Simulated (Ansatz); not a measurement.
CH$_{4}$BFOS (`FBOCS`). Charge 0, multiplicity 1.

```xyz
9

F     2.004   -1.176   -1.517
B     1.023   -0.362   -1.171
O     0.217   -0.758   -0.167
C    -0.820    0.074    0.295
S    -0.324    1.176    1.632
H     0.870    0.669   -1.760
H    -1.631   -0.572    0.628
H    -1.188    0.732   -0.496
H    -0.151    0.218    2.557
```

(1) Give the diagnostics of a CCSD(T)/def2-TZVPP run (frozen core, the Gaussian-basis code of Ansatz). (An estimate is asked.)

## Answers

(1) Ansatz gave: T1 = 0.0129, largest single amplitude 0.027, largest double 0.023, (T) share of the correlation energy 3.6 %, 10 CCSD cycles. The RHF solution is stable towards an unrestricted one. T1 lies under the customary mark of 0.02 for closed shells.
